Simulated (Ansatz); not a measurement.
Stretching the K1–F2 bond in KF (multiplicity 1 held). Energies count from the point at 2.202 Å.


Restricted levels (R-, RO-) in cc, def2 and unpolarised 6-31G sets keep to the state of the molecule at rest.

Correlated levels freeze the cores.

Codes used: Ansatz (a first-principles code). Each number belongs to the level named beside it.

Energies in eV.

| R (Å) | R-HF/def2-SVPD | R-MP2/def2-SVPD | R-SCS-MP2/def2-SVPD | R-CCSDT/def2-SVPD | R-CCSDT(Q)/def2-SVPD |
|---|---|---|---|---|---|
| 1.761 | 2.12 | 2.32 | 2.32 | 2.32 | 2.32 |
| 1.982 | 0.42 | 0.52 | 0.51 | 0.52 | 0.52 |
| 2.202 | 0.00 | 0.00 | 0.00 | 0.00 | 0.00 |
| 2.422 | 0.09 | 0.02 | 0.03 | 0.03 | 0.02 |
| 2.642 | 0.37 | 0.25 | 0.26 | 0.26 | 0.26 |
| 2.972 | 0.88 | 0.71 | 0.72 | 0.71 | 0.71 |
| 3.303 | 1.36 | 1.15 | 1.16 | 1.16 | 1.16 |
| 3.853 | 2.00 | 1.78 | 1.80 | 1.79 | 1.78 |
| 4.404 | 2.49 | 2.27 | 2.29 | 2.28 | 2.28 |
| 5.064 | 2.94 | 2.73 | 2.74 | 2.73 | 2.73 |
| 5.945 | 3.37 | 3.17 | 3.18 | 3.17 | 3.17 |
| 7.046 | 3.75 | 3.55 | 3.57 | 3.56 | 3.56 |
| 8.807 | 4.17 | 3.97 | 3.98 | 3.98 | 3.98 |

Doubts at one or more of the structures used: a restricted determinant that unrestricted orbitals would lower (R-HF/def2-SVPD, R-MP2/def2-SVPD, R-SCS-MP2/def2-SVPD, R-CCSDT/def2-SVPD, R-CCSDT(Q)/def2-SVPD).
